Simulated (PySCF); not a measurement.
**Cd⁺ (cadmium, charge +1) across methods**

[Kr] 4d10 5s1, 2S determinant. Calculation: PySCF 2.14, in aug-cc-pVTZ-PP with ECP28MDF (6s6p5d3f2g, 88 functions); scalar relativity through the core potential. The B2PLYP total includes its PT2 part (frozen core); its orbital energies are those of the SCF part.

| method | E (hartree) | mean ε 4d α (eV) | mean ε 4d β (eV) | mean ε 5s α (eV) | Σ⟨r²⟩ (bohr²) | ⟨S²⟩ |
| --- | --- | --- | --- | --- | --- | --- |
| r2SCAN | -167.4603 | -20.833 | -20.549 | -13.800 | 35.59 | 0.752 |
| PW91 | -167.4801 | -20.539 | -20.278 | -13.637 | 35.82 | 0.751 |
| LDA | -167.1015 | -20.670 | -20.434 | -13.886 | 35.86 | 0.751 |
| PBE | -167.4089 | -20.459 | -20.199 | -13.546 | 35.85 | 0.751 |
| B2PLYP | -167.2606 | -24.697 | -24.507 | -14.851 | 35.86 | 0.751 |
| UHF | -166.56880 | -28.222 | -28.064 | -15.690 | 36.05 | 0.751 |
| wB97M-V | -167.3449 | -25.150 | -24.946 | -16.104 | 35.79 | 0.750 |
| r2SCAN0 | -167.4294 | -22.916 | -22.676 | -14.499 | 35.58 | 0.752 |
| PBE0 | -167.4053 | -22.631 | -22.394 | -14.246 | 35.73 | 0.751 |

Energies and moments cover only the electrons outside the core potential.
